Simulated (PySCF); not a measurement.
Mapped SMILES: `[CH3:1][CH2:2][c:3]1[n:4][cH:5][cH:6][n:7]1[CH3:8]`. Each H is labelled by its parent atom.

All values are calculated (PySCF 2.14.0 with density-fitted response routines): geometry from GFN2-xTB, σ from GIAO-PBE0/pcSseg-1. Fast rotation and ring inversion assumed for equivalent nuclei, no solvent, one computed conformer, non-relativistic Hamiltonian.

Problem. Predict the 2D correlation tables (HSQC, COSY, HMBC).

Solution. 

HSQC (one-bond C–H):
| δH | δC |
| --- | --- |
| 7.06 (H(C5)) | 133.6 (C5) |
| 6.69 (H(C6)) | 124.2 (C6) |
| 3.71 (H(C8)) | 33.2 (C8) |
| 2.82 (H(C2)) | 25.6 (C2) |
| 1.16 (H(C1)) | 15.8 (C1) |

COSY cross peaks (H two or three bonds apart, from the bond graph; peaks can be absent where the dihedral angle is near 90°):
| δH | δH |
| --- | --- |
| 7.06 (H(C5)) | 6.69 (H(C6)) |
| 2.82 (H(C2)) | 1.16 (H(C1)) |

HMBC (two and three bonds, from the bond graph):
| δH | δC |
| --- | --- |
| 7.06 (H(C5)) | 151.6 (C3), 124.2 (C6) |
| 6.69 (H(C6)) | 151.6 (C3), 133.6 (C5), 33.2 (C8) |
| 3.71 (H(C8)) | 151.6 (C3), 124.2 (C6) |
| 2.82 (H(C2)) | 151.6 (C3), 15.8 (C1) |
| 1.16 (H(C1)) | 151.6 (C3), 25.6 (C2) |

Referencing at the same level of theory: ¹H (31.72 ppm), ¹³C (186.93 ppm) against TMS.

Short H···H contacts in this conformer between protons four or more bonds apart (candidates for NOE cross peaks, intensity ∝ r⁻⁶): H(C2)···H(C8) 2.28 Å, H(C6)···H(C8) 2.50 Å, H(C1)···H(C8) 2.54 Å.

Shifts are as computed. Against solution values, carbons near 30 ppm lie about +3 ppm off and those near 130 ppm about +5 ppm. Of 1211 compounds with measured shifts, 218 miss one by over three times the rms of a fit or turn the order of signals round; such compounds aren't used in these exercises.
